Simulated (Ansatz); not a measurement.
Geometry optimisation, RHF/def2-SVP in Ansatz.

input.yaml

```yaml
crystal:
  periodic: [false, false, false]
  atoms:
    - { symbol: W, position_ang: [0.0, 0.0, 0.0] }
    - { symbol: H, position_ang: [0.0, 0.0, 1.72] }
    - { symbol: H, position_ang: [1.72, 0.0, 0.0] }
    - { symbol: O, position_ang: [0.0, 1.94, 0.0] }
    - { symbol: H, position_ang: [-0.6343, 2.2771, -0.71] }
    - { symbol: H, position_ang: [-1.72, 0.0, 0.0] }
    - { symbol: O, position_ang: [0.0, -1.94, 0.0] }
    - { symbol: H, position_ang: [0.3816, -2.2771, 0.8723] }
    - { symbol: H, position_ang: [0.0, 0.0, -1.72] }
basis:
  gaussian: { orbitals: def2-SVP }
hamiltonian:
  xc: hf
relax:
  f_tol: 0.02
  max_steps: 40
```

Launched with:

```bash
$ ansatz run input.yaml --threads 1 --pin off --max-ram 2048MiB --backend cpu --events-out ev --progress --plain --runs-dir out
```

Q: Where does it end, and by what steps?

A: The run converged. After 27 steps the energy has fallen by 4.286 eV; H3 moved furthest, 1.38 Å.

| step | energy less start (eV) | largest force component (eV/Å) | accepted |
| --- | --- | --- | --- |
| 0 | 0.0000 | 2.818 | yes |
| 1 | -0.6958 | 1.486 | yes |
| 2 | -1.6611 | 2.406 | yes |
| 3 | -2.5289 | 3.770 | yes |
| 4 | -3.1720 | 2.130 | yes |
| 5 | -3.5212 | 1.101 | yes |
| 6 | -3.6784 | 0.815 | yes |
| 7 | -3.8538 | 0.641 | yes |
| 8 | -4.0067 | 0.528 | yes |
| 9 | -4.1039 | 0.408 | yes |
| 10 | -4.1596 | 0.195 | yes |
| 11 | -4.1915 | 0.350 | yes |
| 12 | -4.1841 | 0.877 | no |
| 13 | -4.1390 | 2.156 | no |
| 14 | -4.2073 | 0.102 | yes |
| 15 | -4.2176 | 0.219 | yes |
| 16 | -4.2080 | 1.291 | no |
| 17 | -4.2278 | 0.144 | yes |
| 18 | -4.2356 | 0.206 | yes |
| 19 | -4.2487 | 0.265 | yes |
| 20 | -4.2279 | 1.788 | no |
| 21 | -4.2595 | 0.303 | yes |
| 22 | -4.2667 | 0.700 | yes |
| 23 | -4.2824 | 0.200 | yes |
| 24 | -4.2813 | 0.368 | no |
| 25 | -4.2857 | 0.044 | yes |
| 26 | -4.2861 | 0.046 | yes |
| 27 | -4.2862 | 0.019 | yes |

```xyz
9
Properties=species:S:1:pos:R:3
W 0.023 0.018 0.158
H -0.414 0.253 1.763
H 1.339 0.380 1.265
O 0.168 1.748 -0.476
H -0.019 2.198 -1.285
H -1.607 -0.054 0.515
O 0.467 -1.758 0.086
H 0.567 -2.535 -0.440
H -0.777 -0.250 -1.424
```

Whether the end is a true minimum wasn't checked by a vibrational analysis.

The run took 24 s on 1 thread of AMD EPYC 9R45 96-Core Processor (Zen 5), with other jobs on the host, peak memory 0.2 GiB.
